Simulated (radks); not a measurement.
Values are calculated unless marked as measured or tabulated.
Pd IX, configuration [Kr] 4d2. Level of theory: scalar-relativistic Kohn-Sham, SCAN, spin-polarised, spherical densities, finite nucleus; open shells are filled with parallel spins first (spin-orbit coupling, left out, can overturn this in heavy ions); meta-GGA in the generalised Kohn-Sham scheme; Fermi nuclear charge, rms radius 4.5318 fm (a radial shooting solver on a logarithmic mesh with Libxc functionals).

X-ray form factor f0, the Fourier transform of the density (f0(0) = 38):

sin(theta)/lambda (1/angstrom),f0 (electrons)
0.05,37.747
0.1,37.011
0.15,35.853
0.2,34.367
0.25,32.660
0.3,30.841
0.4,27.232
0.5,24.052
0.6,21.461
0.8,17.669
1,14.782
1.25,11.700
1.5,9.251
2,6.435
